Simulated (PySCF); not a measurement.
## Correlation energy of Sm²⁺ (samarium, charge +2)

[Xe] 4f5 5d1, one real determinant (an excited configuration). Computed with PySCF 2.14 in cc-pVDZ-X2C (8s7p5d3f1g, 84 functions), with the spin-free X2C one-electron Hamiltonian (Gaussian nucleus). Frozen: [Kr] 4d10; 14 electrons correlated.

MP2 pair energies summed by pair of shells (mhartree):

```
 pair   energy  share (%)
5p-5p  -107.94       33.3
4f-5p   -87.18       26.9
4f-4f   -40.63       12.5
5s-5p   -31.59        9.7
5p-5d   -23.58        7.3
4f-5s   -17.32        5.3
4f-5d    -7.23        2.2
5s-5s    -5.78        1.8
5s-5d    -3.05        0.9
```

Total MP2 correlation energy: -324.31 mhartree.

Same-spin part -130.86 and opposite-spin part -193.45 mhartree; SCS-MP2 scales them by 1/3 and 6/5 to -275.76 mhartree.

The reference is one real determinant that mixes LS terms of this configuration.
